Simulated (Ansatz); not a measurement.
A made-up structure of BSiH3ClO (charge +1), singlet:

B1  (-0.511, 1.401, -0.142)
Si2  (0.131, -0.506, -0.201)
O3  (0.637, -1.141, 1.147)
Cl4  (0.139, -1.566, -1.859)
H5  (-1.663, 1.585, 0.074)
H6  (0.276, -2.628, -2.648)
H7  (0.978, -2.026, 1.327)
(Å)

It is relaxed with PBE-D4/def2-SVP and then PBE0-D4/def2-TZVP (Ansatz 0.2.0). Atoms count as bonded within 1.22 times the sum of their covalent radii (H–H: 0.88 Å). The end point is not checked to be a true minimum.

Question: Does its bonding change? (A judgement: the text doesn't fix the answer.)

Answer: The calculation gives: Yes. Formed: B1–Cl4, O3–H6; broken: Si2–Cl4, Cl4–H6.

Where it ends: The first stage lowers the energy by 4.59 eV in 32 steps. It ends as BSiH₃ClO ([OH2][Si][BH][Cl]), total charge +1:
B1  (-0.805, 0.350, -0.774)
Si2  (-0.266, -0.357, 1.154)
O3  (0.724, -1.647, 0.333)
Cl4  (-0.147, -0.496, -2.143)
H5  (-1.519, 1.275, -0.977)
H6  (0.749, -1.674, -0.664)
H7  (1.251, -2.334, 0.768)
(Å)

Labels in which every atom is bracketed show which atoms are joined, not bond orders.

For scale, one of the runs: PBE0-D4/def2-TZVP relaxation, 154 basis functions, launched by `ansatz run in.yaml --threads 2 --pin off --events-out ev --progress --plain --max-ram 4352MiB`. Hardware: 2 CPU threads of an Intel Xeon Platinum 8259CL, shared host. Wall time about 44 s.
